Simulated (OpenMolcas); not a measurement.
**Ti⁺: thermal populations, worked from levels**

```yaml
Program: OpenMolcas
Basis: ANO-RCC-VQZP [7s6p4d3f2g1h]
Scalar_Hamiltonian: DKH2, point nucleus
Active_space: 3 electrons in 11 orbitals (3d 4s 4d)
State_averaging: 2S+1 = 4 even, 20 roots; 2S+1 = 2 even, 49 roots kept (CI in the orbitals of an earlier block)
Spin-orbit_coupling: state interaction with AMFI integrals over the reference wave functions, term energies averaged over their components
```

Methods: CASSCF; MS-CASPT2, IPEA 0.25 Eh, imaginary shift 0.1 Eh (closed shells correlated: 3s 3p). Measured levels: NIST Handbook of Basic Atomic Spectroscopic Data.

**Thermal populations.** Z = Σ (2J + 1) exp(-E/kT) with k = 0.695035 cm-1/K, over the levels below. No other level of either list lies under 4200 cm-1, which is above 7 kT at each temperature.

| Level | 2J + 1 | MS-CASPT2 | measured |
| --- | --- | --- | --- |
| 3d² 4s ⁴F_3/2 | 4 | 0.0 | 0.0 |
| 3d² 4s ⁴F_5/2 | 6 | 104 | 94.1 |
| 3d² 4s ⁴F_7/2 | 8 | 251 | 226 |
| 3d² 4s ⁴F_9/2 | 10 | 440 | 393 |
| 3d³ ⁴F_3/2 | 4 | 1541 | 908 |
| 3d³ ⁴F_5/2 | 6 | 1626 | 984 |
| 3d³ ⁴F_7/2 | 8 | 1742 | 1087 |
| 3d³ ⁴F_9/2 | 10 | 1889 | 1216 |

```tsv
T (K)	Z, MS-CASPT2	Z, measured levels	Ground level (%), MS-CASPT2	Ground level (%), measured levels
300	11.264	12.223	35.5	32.7
```

At 300 K, kT = 209 cm-1, and the computed levels give Z = 4.000 + 3.644 + 2.400 + 1.212 + 0.002 + 0.002 + 0.002 + 0.001 = 11.264.

CASPT2 breaks the degeneracy within a term, and the mean is taken; among the terms shown or strongly mixed into the levels shown the widest spread is 1200 cm-1 (3d³ ⁴F, MS-CASPT2). Active for correlation alone: 4d; no level in the range computed is led by a configuration that fills it, so any true level of that kind is missing. Without dynamic correlation excited terms often stand tens of per cent too high (terms of higher spin than the ground term too low), and those without a measured partner can miss by more than the paired ones (holds for CASSCF). Measured partners are found by configuration, term and J. A level has none where our copy of the source lacks it or the pairing is in doubt (some pairs that miss far off the trend of their configuration count as doubtful), and it then counts in no deviation. Only configurations of the active space appear.
